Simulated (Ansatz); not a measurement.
Reactions of `FC([SiH3])S`.

Gas-phase electronic energies from Ansatz, PBE0-D4/def2-TZVP geometries. CCSD(T)/CBS is the MP2 limit (def2-TZVPP, def2-QZVPP) plus CCSD(T) − MP2 in def2-TZVPP, frozen cores. This one scheme is used for every species, atoms too. Functionals use def2-TZVPP. No spin–orbit coupling; open shells (•) take unrestricted orbitals. Spin–orbit coupling would lower the free atoms: a little for C, F, S, Si. def2 core potentials past Kr. For Sn outer-core shells are correlated without core-valence functions, so the limit isn't a true one: a few kJ/mol of doubt a bond, and 10 to 20 or more in all where bonds break to atoms. Each species was taken in one conformer, which may not be the lowest.

```json
{"reaction": "`FC([SiH3])S` + `C[O][SnH]([OH])[Cl]` → `C[O][SnH]([Cl])[O][SiH3]` + `FCS`", "ωB97X-V (eV)": "-1.25", "PBE-D4 (eV)": "-1.06", "MP2/CBS(def2) (eV)": "-1.29"}
{"reaction": "`FC([SiH3])S` + HCl → `FC([SiH3])Cl` + H₂S", "ωB97X-V (eV)": "0.17", "PBE-D4 (eV)": "0.20", "MP2/CBS(def2) (eV)": "0.22"}
{"reaction": "`FC([SiH3])S` → `[CH]F` + `[SiH3]S`", "ωB97X-V (eV)": "3.03", "PBE-D4 (eV)": "3.21", "MP2/CBS(def2) (eV)": "3.23"}
{"reaction": "`FC([SiH3])S` + H₂ → `[SiH3]CS` + H–F", "ωB97X-V (eV)": "-1.07", "PBE-D4 (eV)": "-1.02", "MP2/CBS(def2) (eV)": "-1.29"}
{"reaction": "`FC([SiH3])S` → C• + F• + 5 H• + S• + Si•", "ωB97X-V (eV)": "30.07", "PBE-D4 (eV)": "30.26", "MP2/CBS(def2) (eV)": "30.16"}
{"reaction": "`FC([SiH3])S` + `NC=O` → `O=CNC(F)[SiH3]` + H₂S", "ωB97X-V (eV)": "-0.02", "PBE-D4 (eV)": "0.06", "MP2/CBS(def2) (eV)": "0.05"}
```

Question: Give the CCSD(T)/CBS values in the same order. (Best estimate.)

Answer: The calculation gave: -1.27, 0.20, 2.96, -1.22, 29.87, 0.00 eV.

Largest T1 diagnostic: 0.018, for `[CH]F`.
